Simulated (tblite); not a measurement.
C2H8OS2Si2.
Numbering: `[OH:1][Si@@H:2]([SH:3])[S:4][SiH:5]1[CH2:6][CH2:7]1` (hydrogens: H8 on O1; H9 on Si2; H10 on S3; H11 on Si5; H12, H13 on C6; H14, H15 on C7)

Computed with GFN2-xTB (tblite), gas phase: L-BFGS steps from a force-field or distance-geometry start until the largest atomic force falls under 0.01 eV/Å.

The end geometry, which sets the zero of energy:
```
atom  x, y, z in Å
O1      1.9718    0.9720    0.8588
Si2     1.9336    0.7287   -0.7447
S3      1.9723   -1.4066   -0.8886
S4      0.2394    1.6600   -1.6692
Si5    -1.5183    0.7438   -0.8173
C6     -1.4147   -0.4095    0.6630
C7     -1.7189   -1.1173   -0.6786
H8      1.8255    1.8356    1.2369
H9      3.0643    1.3218   -1.4280
H10     2.5542   -1.5755    0.2876
H11    -2.5878    1.6852   -1.0529
H12    -2.2102   -0.4288    1.3938
H13    -0.4618   -0.6539    1.1125
H14    -2.7016   -1.5587   -0.7604
H15    -0.9522   -1.7888   -1.0403
```

Question: These geometries come from the run, each turned onto the end geometry. Order them by energy, lowest first.
A.
```
atom  x, y, z in Å
O1      1.8938    0.9833    0.8490
Si2     1.9313    0.7072   -0.7496
S3      2.0078   -1.4283   -0.8623
S4      0.2578    1.6066   -1.7391
Si5    -1.4892    0.7599   -0.8023
C6     -1.3536   -0.4206    0.6542
C7     -1.7334   -1.0965   -0.6850
H8      1.6132    1.8271    1.1949
H9      3.0736    1.3144   -1.3995
H10     2.5785   -1.5566    0.3257
H11    -2.5375    1.7379   -0.9729
H12    -2.1218   -0.4271    1.4141
H13    -0.3933   -0.7066    1.0617
H14    -2.7310   -1.5083   -0.7307
H15    -1.0006   -1.7845   -1.0856
```
B.
```
atom  x, y, z in Å
O1      1.8888    1.1579    0.9403
Si2     1.9859    0.7127   -0.6109
S3      2.1223   -1.4379   -0.6358
S4      0.3345    1.4500   -1.7468
Si5    -1.4727    0.6901   -0.8520
C6     -1.4325   -0.4597    0.6326
C7     -1.9730   -1.1067   -0.6662
H8      1.4713    1.9574    1.2495
H9      3.1697    1.2604   -1.2369
H10     3.3834   -1.4816   -0.2292
H11    -2.4366    1.7387   -1.0872
H12    -2.1416   -0.3515    1.4433
H13    -0.4841   -0.8599    0.9695
H14    -3.0285   -1.3360   -0.6335
H15    -1.3913   -1.9258   -1.0641
```
C.
```
atom  x, y, z in Å
O1      1.9839    1.2534    1.0177
Si2     2.1094    0.6528   -0.5285
S3      2.7365   -1.4322   -0.5558
S4      0.3399    0.8742   -1.7174
Si5    -1.5000    0.6869   -0.6851
C6     -1.8407   -0.4808    0.7350
C7     -2.1187   -1.0944   -0.6632
H8      1.9097    2.2088    1.0646
H9      3.1660    1.3676   -1.2493
H10     4.0886   -1.5130   -0.7796
H11    -2.5049    1.7183   -0.8797
H12    -2.7500   -0.2797    1.2735
H13    -1.0461   -0.8990    1.3385
H14    -3.1552   -1.1712   -0.9839
H15    -1.4227   -1.8838   -0.9141
```
D.
```
atom  x, y, z in Å
O1      1.7235    1.0463    0.9142
Si2     1.9168    0.6840   -0.6537
S3      2.0189   -1.4504   -0.7204
S4      0.2948    1.4506   -1.8217
Si5    -1.4822    0.7361   -0.8392
C6     -1.3492   -0.4320    0.6238
C7     -1.8628   -1.0945   -0.6776
H8      1.4952    1.9254    1.2052
H9      3.1063    1.2794   -1.2283
H10     3.1172   -1.5351    0.0149
H11    -2.4499    1.7974   -0.9830
H12    -2.0416   -0.3788    1.4508
H13    -0.3756   -0.7574    0.9621
H14    -2.8942   -1.4160   -0.6573
H15    -1.2216   -1.8471   -1.1172
```
E.
```
atom  x, y, z in Å
O1      2.0135    1.1655    0.9405
Si2     2.1441    0.6609   -0.5912
S3      2.6303   -1.4132   -0.4498
S4      0.3768    1.1022   -1.7253
Si5    -1.4843    0.6421   -0.7271
C6     -1.8229   -0.5121    0.7243
C7     -2.1386   -1.1131   -0.6585
H8      1.8557    2.0847    1.1402
H9      3.1909    1.3602   -1.3076
H10     3.9110   -1.2310   -0.7382
H11    -2.3079    1.8100   -0.9550
H12    -2.6903   -0.2963    1.3346
H13    -1.0408   -0.9880    1.2994
H14    -3.1712   -1.3595   -0.8515
H15    -1.4708   -1.9044   -0.9622
```

Answer: A (0.005 eV), D (0.039 eV), B (0.078 eV), E (0.204 eV), C (0.637 eV).

In the order of the answer:

```tsv
step	E above end (eV)	largest force (eV/Å)	rms force component (eV/Å)	rms distance from end (Å)	rms bond change (Å)	bond most changed (Å)
94	0.005	0.03	0.014	0.086	0.001	S4–Si5 -0.002
57	0.039	0.10	0.034	0.262	0.002	S4–Si5 -0.005
44	0.078	0.20	0.063	0.359	0.005	Si2–S3 +0.015
14	0.204	0.16	0.054	0.631	0.003	C6–C7 -0.007
1	0.637	1.19	0.386	0.687	0.023	S3–H10 +0.050
```

What follows is the cost of the whole relaxation. On one thread of an Arm Neoverse V1, no GPU, shared host with 32 logical CPUs at a one-minute load of 13, this took 1.3 s wall.
